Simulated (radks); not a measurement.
Neutral arsenic inside a hard spherical wall (all orbitals vanish at R), configuration held at [Ar] 3d10 4s2 4p3 and not refilled when levels cross. All-electron calculation, scalar-relativistic Kohn-Sham, LDA (Slater exchange, Perdew-Wang correlation), spin-unpolarised, spherical densities, point nucleus. Program: a radial shooting solver on a logarithmic mesh with Libxc functionals. Eigenvalues in eV, with the zero of energy where the potential of the charges vanishes at infinity; a dash marks a level that is unbound or too diffuse for the functional's potential to be trusted. A positive occupied level is held by the wall or, in an anion where self-interaction has pushed it up, behind a barrier. The pressure on the wall is -dE/dV.

R (bohr),E (hartree),kinetic (hartree),e(3p),e(3d),e(4s),e(4p),"e(5s, empty)","e(5p, empty)",pressure (GPa)
free,-2257.75349,2300.381,-133.42,-40.897,-14.700,-5.342,-0.468,-,0
20,-2257.75349,2300.381,-133.42,-40.897,-14.700,-5.342,-0.459,0.389,< 0.0001
15,-2257.75349,2300.381,-133.42,-40.897,-14.700,-5.342,-0.405,0.687,< 0.0001
12,-2257.75348,2300.381,-133.41,-40.895,-14.698,-5.340,-0.242,1.189,0.000263
10,-2257.75333,2300.383,-133.40,-40.879,-14.685,-5.327,0.106,1.987,0.00465
8,-2257.75157,2300.398,-133.27,-40.754,-14.584,-5.227,1.170,3.945,0.0873
7,-2257.74683,2300.432,-133.03,-40.516,-14.398,-5.032,2.479,6.037,0.397
4,-2257.41611,2301.962,-127.19,-34.765,-9.810,0.642,25.681,35.084,70.4
3.5,-2257.05235,2303.361,-123.58,-31.233,-6.451,4.931,40.935,52.354,201
3,-2256.22859,2306.237,-117.78,-25.579,-0.016,13.005,68.140,82.142,640
2.5,-2254.19344,2312.813,-107.88,-15.891,13.776,29.701,120.71,137.90,2390
